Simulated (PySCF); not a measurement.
A structure optimised at TPSSh-D3(BJ)/def2-TZVP, used in a PySCF frequency run:

```
N
H 1 1.0117
H 1 1.0117 2 107.12
Mg 1 1.8832 2 126.44 3 180.00
F 4 1.7626 2 161.86 1 180.00
```

Problem. Write its SMILES, formula and point group.

Solution. [NH2][Mg][F], FH2MgN, C2v

Problem. What are its rotational constants (standard atomic weights)?

Solution. 378.43, 4.1745, 4.1289 GHz
